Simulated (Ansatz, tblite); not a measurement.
Isomers of Li₅Sn⁻ (singlet), found by a short tight-binding search and relaxed with r2SCAN-D4/def2-TZVPD in Ansatz.

In the def2 sets Sn takes a core potential; there is no spin–orbit coupling. The xTB rows come from tblite. Correlated methods freeze 4 core orbitals; core or outer-core shells of Li, Sn are correlated, in sets that lack core-valence functions.

Run but left out: HF/def2-TZVPPD (A: restricted singlet, unstable towards broken spin symmetry).

A further structure is left out (at the level of its geometry, restricted singlet, unstable towards broken spin symmetry); at PBE0-D4/def2-TZVPD its energy lies 0.35 eV below the lowest shown.

A: The restricted singlet is unstable towards broken spin symmetry in Hartree–Fock (as tested in another run); at PBE-D4/def2-TZVPD, r2SCAN-D4/def2-TZVPD, PBE0-D4/def2-TZVPD, r2SCAN0-D4/def2-TZVPD and others this wasn't settled. At PBE-D4/def2-TZVPD, r2SCAN-D4/def2-TZVPD the highest occupied level of the charge -1 singlet lies above zero (up to 0.25 eV). The electron is either unbound and held by the finite basis, or the level is raised by self-interaction error. At CCSD(T)/def2-TZVPPD the restricted singlet (for correlated methods, its reference) is unstable: a solution with broken spin symmetry lies lower. B: The restricted singlet is unstable towards broken spin symmetry in Hartree–Fock (as tested in another run); at PBE-D4/def2-TZVPD, r2SCAN-D4/def2-TZVPD, PBE0-D4/def2-TZVPD, r2SCAN0-D4/def2-TZVPD and others this wasn't settled. At PBE-D4/def2-TZVPD, r2SCAN-D4/def2-TZVPD the highest occupied level of the charge -1 singlet lies above zero (up to 0.24 eV). The electron is either unbound and held by the finite basis, or the level is raised by self-interaction error. At CCSD(T)/def2-TZVPPD the restricted singlet (for correlated methods, its reference) is unstable: a solution with broken spin symmetry lies lower.

Other spin states weren't relaxed.

A:

Cartesian coordinates in Å:
```
Li -1.8551 1.3091 -2.2191
Li -0.2071 -1.3199 -0.8247
Li 0.1612 -1.8561 2.3546
Li 1.0569 1.2431 -1.2113
Li -0.7770 0.9397 0.9962
Sn 1.6210 -0.3159 0.9042
```

B:

```csv
atom,x (Å),y (Å),z (Å)
Li1,-0.638,-1.082,2.819
Li2,1.179,-1.120,0.038
Li3,-0.388,1.435,0.660
Li4,2.107,1.779,-1.988
Li5,-0.745,0.016,-1.936
Sn6,-1.514,-1.027,0.406
```

Q: Estimate which lies lowest at each level, and how far above it the others are (eV).

A: 
| level | A | B |
| --- | --- | --- |
| GFN1-xTB | 0.00 | 0.31 |
| GFN2-xTB | 0.00 | 0.21 |
| PBE-D4/def2-TZVPD | 0.04 | 0.00 |
| r2SCAN-D4/def2-TZVPD | 0.00 | 0.01 |
| PBE0-D4/def2-TZVPD | 0.05 | 0.00 |
| r2SCAN0-D4/def2-TZVPD | 0.00 | 0.00 |
| CAM-B3LYP-D4/def2-TZVPD | 0.06 | 0.00 |
| MP2/def2-TZVPPD | 0.00 | 0.05 |
| CCSD/def2-TZVPPD | 0.00 | 0.03 |
| CCSD(T)/def2-TZVPPD | 0.00 | 0.04 |
Point groups (tolerance 0.1 Å): A Cs, B Cs. A and B have the same bonds, so they are conformers or stereoisomers. Lower isomers may exist.
